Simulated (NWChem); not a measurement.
System: C₃H₅BFN; SMILES C1NB(F)C1=C

```xyz
11

C      1.2614    -1.7144     0.0000
C      0.3340    -0.7594     0.0000
C     -1.2058    -0.8395     0.0000
N     -1.2716     0.6408     0.0000
B      0.1291     0.7996     0.0000
F      0.8875     1.8941     0.0000
H      1.0114    -2.7748     0.0000
H      2.3220    -1.4728     0.0000
H     -1.6442    -1.3005    -0.8956
H     -1.6442    -1.3005     0.8956
H     -2.1140     1.1971     0.0000
```
Atoms are numbered in this order, from 1.

Program: NWChem. Pople sets run with spherical d functions. Structure relaxed at the B3LYP/6-31G* (spherical d) level. Ions are spin-unrestricted doublets at the neutral geometry; other ion states weren't tried.

**Question.** Among these, which level gives the lowest value of “ΔSCF minus −ε(HOMO) (eV)”?
(A) B3LYP/6-31+G*
(B) BHandHLYP/6-31+G*
(C) CAM-B3LYP/6-31+G*

**Answer.** B, BHandHLYP/6-31+G*. Values: BHandHLYP/6-31+G* 0.99; CAM-B3LYP/6-31+G* 1.37; B3LYP/6-31+G* 2.27
